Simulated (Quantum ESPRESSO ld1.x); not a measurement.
All-electron atom: Kr II in [Ar] 3d9.75 4s2 4p5 5s0.25 (fractional occupations, a model configuration).

Method: scalar-relativistic Kohn-Sham, LDA (Slater exchange, Perdew-Wang correlation), spin-polarised, spherical densities, point nucleus; open shells are filled with parallel spins first; computed with ld1.x of Quantum ESPRESSO 7.5.

Energy parts (eV):
| part | energy |
|---|---|
| total | -75797.25 |
| kinetic | 77507.69 |
| electron-nucleus | -182370.02 |
| Hartree | 31579.09 |
| exchange-correlation | -2514.00 |

Orbitals (lengths in bohr, moments of r in powers of bohr; <r^-3> diverges for s and p1/2):
\begin{tabular}{lrrrr}
orbital & occ. & eigenvalue (eV) & <r^-3> & <1/r> \\ \hline
1s up & 1 & -14153.6 & - & 36.72 \\
1s down & 1 & -14153.5 & - & 36.72 \\
2s up & 1 & -1880.20 & - & 8.151 \\
2s down & 1 & -1879.85 & - & 8.152 \\
2p up & 3 & -1666.07 & 1493 & 7.979 \\
2p down & 3 & -1665.76 & 1493 & 7.980 \\
3s up & 1 & -280.263 & - & 2.703 \\
3s down & 1 & -279.744 & - & 2.702 \\
3p up & 3 & -212.055 & 223.6 & 2.554 \\
3p down & 3 & -211.527 & 223.5 & 2.553 \\
3d up & 5 & -98.8393 & 27.28 & 2.285 \\
3d down & 4.75 & -98.2709 & 27.28 & 2.285 \\
4s up & 1 & -36.5684 & - & 0.8855 \\
4s down & 1 & -35.6824 & - & 0.8847 \\
4p up & 3 & -21.7356 & 21.95 & 0.7428 \\
4p down & 2 & -20.8979 & 21.75 & 0.7395 \\
5s up & 0.25 & -6.7840 & - & 0.2955 \\
5s down & 0 & -6.4047 & - & 0.2905 \\
4d up & 0 & -4.8266 & 0.6856 & 0.3742 \\
5p up & 0 & -4.3465 & 2.244 & 0.2312 \\
4d down & 0 & -4.3283 & 0.6122 & 0.3577 \\
5p down & 0 & -4.0646 & 2.081 & 0.2238 \\
6s up & 0 & -2.3111 & - & 0.1362 \\
6s down & 0 & -2.2302 & - & 0.1329 \\
4f up & 0 & -1.0606 & 0.001515 & 0.09397 \\
4f down & 0 & -1.0237 & 0.001235 & 0.08845 \\
\end{tabular}

The highest occupied level is 5s up at -6.784 eV. Summed over all electrons, <r^2> = 35.62 bohr^2, which gives a Langevin (diamagnetic) susceptibility term of -28.2 x 10^-6 cm^3/mol. The density falls to 0.001 e/bohr^3 at r = 3.86 bohr. Spin moment in Bohr magnetons: 1.5.
